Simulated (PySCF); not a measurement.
SMILES O([Si](OC(=O)C)(O)O)C(=O)C (C4H8O6Si), GFN2-xTB optimised geometry.

```
19

C     -1.39    -3.14    -3.14
C     -1.15    -2.87    -1.69
O     -1.38    -3.66    -0.80
O     -0.64    -1.66    -1.47
Si    -0.18    -1.07     0.00
O     -0.87    -1.85     1.23
O      1.43    -1.07     0.00
O     -0.81     0.46     0.00
C     -0.17     1.56     0.39
C     -1.05     2.77     0.35
O      0.98     1.56     0.73
H     -2.02    -2.35    -3.55
H     -0.44    -3.11    -3.67
H     -1.86    -4.11    -3.27
H     -1.18    -2.74     1.05
H      1.86    -0.27     0.33
H     -0.48     3.66     0.61
H     -1.86     2.64     1.06
H     -1.48     2.87    -0.64
```

Density from CAM-B3LYP/def2-SVP run with PySCF at that geometry.

Minimum of the electron density along straight lines between bonded atoms, close to the bond critical point (lines longer than 1.1 times the sum of covalent radii, or with two minima, are not listed):

```
bond     length / Å  ρ at the minimum / e bohr⁻³  ∇²ρ there / e bohr⁻⁵  position (fraction from the first atom)
-------  ----------  ---------------------------  --------------------  ---------------------------------------
C1–C2         1.500                        0.264                 -0.67                                     0.47
C2–O3         1.204                        0.420                  0.28                                     0.33
C2–O4         1.329                        0.306                 -0.28                                     0.33
O4–Si5        1.656                        0.121                  0.96                                     0.59
Si5–O6        1.610                        0.139                  1.17                                     0.41
Si5–O7        1.610                        0.139                  1.14                                     0.41
Si5–O8        1.656                        0.121                  0.96                                     0.41
O8–C9         1.329                        0.306                 -0.28                                     0.67
C9–C10        1.500                        0.264                 -0.67                                     0.53
C9–O11        1.204                        0.420                  0.28                                     0.33
C1–H12        1.087                        0.276                 -1.04                                     0.64
C1–H13        1.088                        0.275                 -1.03                                     0.64
C1–H14        1.086                        0.280                 -1.07                                     0.64
O6–H15        0.964                        0.338                 -2.59                                     0.83
O7–H16        0.964                        0.338                 -2.59                                     0.83
C10–H17       1.086                        0.280                 -1.07                                     0.64
C10–H18       1.088                        0.275                 -1.03                                     0.64
C10–H19       1.087                        0.276                 -1.04                                     0.64
```
